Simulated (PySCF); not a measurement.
BaO (SMILES [O]=[Ba]), singlet, at a GFN2-xTB geometry (such geometries of metal compounds can be far from the true shape) (core potentials on Ba); B3LYP/def2-SV(P) in PySCF.

Here is a job for PySCF.
```python
from pyscf import gto, scf, dft

mol = gto.Mole()
mol.atom = '''
    Ba   -0.000000   -0.000000   -0.262744
    O     0.000000    0.000000    1.839205
'''
mol.basis = 'def2-sv(p)'
mol.ecp = {'Ba': 'def2-sv(p)'}
mol.charge = 0
mol.spin = 0
mol.verbose = 5
mol.build()

mf = dft.RKS(mol)
mf.xc = 'b3lyp'
mf.kernel()
```

Task: Write the output that PySCF gives for this input, abridged.

Result: 
```
PySCF version 2.14.0

[INPUT] verbose = 5
[INPUT] max_memory = 4000
[INPUT] num. atoms = 2
[INPUT] num. electrons = 18
[INPUT] charge = 0
[INPUT] spin (= nelec alpha-beta = 2S) = 0
[INPUT] symmetry False subgroup None
[INPUT] Mole.unit = angstrom
[INPUT] Symbol           X                Y                Z      unit          X                Y                Z       unit  Magmom
[...]
[INPUT] ---------------- BASIS SET ----------------
[INPUT] l, kappa, [nprim/nctr], expnt,             c_1 c_2 ...
[INPUT] O
[...]
                                340.87010191      -0.03989003923
                                77.363135167      -0.17853911985
                                21.47964494       -0.46427684959
                                6.6589433124      -0.44309745172
[...]
                                3.863550544       0.23094120765
                                1.0480920883      0.51375311064
[...]
[INPUT] Ba
[...]
                                2.243305          6.6805648241
                                0.717402          -0.57055347037
[...]
                                2.520718          -1.0707548832
                                0.67578180854     0.34940781448
                                0.31985844531     0.65041110673
[...]
                                0.893828          0.94724
                                0.273195          0.322057
                                0.103891          0.47326
[...]
                                3.2               0.21
                                1                 0.35
                                0.32              0.36

nuclear repulsion = 20.1404395984869
number of shells = 16
number of NR pGTOs = 101
number of NR cGTOs = 44
basis = def2-sv(p)
ecp = {'Ba': 'def2-sv(p)'}

******** <class 'pyscf.dft.rks.RKS'> ********
method = RKS
initial guess = minao
damping factor = 0
level_shift factor = 0
DIIS = <class 'pyscf.scf.diis.CDIIS'>
diis_start_cycle = 1
diis_space = 8
diis_damp = 0
SCF conv_tol = 1e-09
SCF conv_tol_grad = None
SCF max_cycles = 50
direct_scf = True
direct_scf_tol = 1e-13
XC library pyscf.dft.libxc version 7.1.2
    S. Lehtola, C. Steigemann, M. J. T. Oliveira, and M. A. L. Marques,  SoftwareX 7, 1–5 (2018)
XC functionals = b3lyp
    P. J. Stephens, F. J. Devlin, C. F. Chabalowski, and M. J. Frisch,  J. Phys. Chem. 98, 11623 (1994)
radial grids:
    Treutler-Ahlrichs [JCP 102, 346 (1995); DOI:10.1063/1.469408] (M4) radial grids

[...]
  2.74756640e-01  2.74756640e-01  3.35613400e-01  1.06554359e+00
  1.06554359e+00  1.11088932e+00  1.21167438e+00  1.21167438e+00
  1.23789225e+00  1.77765228e+00  2.78367380e+00  2.78376515e+00
  2.81012450e+00  2.81012450e+00  2.86939831e+00  8.29622050e+01]
nelec by numeric integration = 17.999974486694537
E1 = -187.43275789378384  E2 = 66.65704941163335  Ecoul = 79.00620612882041  Exc = -12.349156717187057
cycle= 9 E= -100.635268883664  delta_E= -2.13e-07  |g|= 1.45e-05  |ddm|= 0.000736
[...]
  mo_energy =
[-1.89865769e+01 -1.25637935e+00 -7.77122869e-01 -6.74250963e-01
 -6.74250963e-01 -5.91068583e-01 -1.71691808e-01 -1.71691808e-01
 -1.61309455e-01 -6.28357942e-02 -7.24876219e-03 -7.24876219e-03
 -1.65730014e-04 -1.61269590e-04  6.52918052e-03  4.92280924e-02
  6.46616999e-02  6.46616999e-02  1.08985699e-01  1.13529278e-01
  1.13534653e-01  1.24813775e-01  1.24813775e-01  1.78220706e-01
  2.33315127e-01  2.33315127e-01  2.43917082e-01  2.44141898e-01
  2.74763912e-01  2.74763912e-01  3.35617906e-01  1.06554695e+00
  1.06554695e+00  1.11089143e+00  1.21167753e+00  1.21167753e+00
  1.23789735e+00  1.77765584e+00  2.78367661e+00  2.78376795e+00
  2.81012862e+00  2.81012862e+00  2.86940295e+00  8.29622060e+01]
nelec by numeric integration = 17.999974486767464
E1 = -187.43271887070657  E2 = 66.65701038848594  Ecoul = 79.00616211716621  Exc = -12.349151728680267
cycle= 10 E= -100.635268883734  delta_E= -7.01e-11  |g|= 2.08e-06  |ddm|= 2.64e-05
[...]
  mo_energy =
[-1.89865783e+01 -1.25637860e+00 -7.77123076e-01 -6.74250270e-01
 -6.74250270e-01 -5.91068441e-01 -1.71692244e-01 -1.71692244e-01
 -1.61309879e-01 -6.28356006e-02 -7.24861500e-03 -7.24861500e-03
 -1.65440577e-04 -1.60977101e-04  6.52940098e-03  4.92282018e-02
  6.46617409e-02  6.46617409e-02  1.08985730e-01  1.13529554e-01
  1.13534932e-01  1.24814046e-01  1.24814046e-01  1.78221085e-01
  2.33316149e-01  2.33316149e-01  2.43918076e-01  2.44142932e-01
  2.74764725e-01  2.74764725e-01  3.35618707e-01  1.06554693e+00
  1.06554693e+00  1.11089103e+00  1.21167743e+00  1.21167743e+00
  1.23789712e+00  1.77765595e+00  2.78367583e+00  2.78376718e+00
  2.81012799e+00  2.81012799e+00  2.86940241e+00  8.29622082e+01]
nelec by numeric integration = 17.99997448669904
E1 = -187.43275263053684  E2 = 66.65704414832688  Ecoul = 79.00620014299726  Exc = -12.349155994670385
Extra cycle  E= -100.635268883723  delta_E= 1.07e-11  |g|= 7.36e-06  |ddm|= 7.92e-06
converged SCF energy = -100.635268883723
```
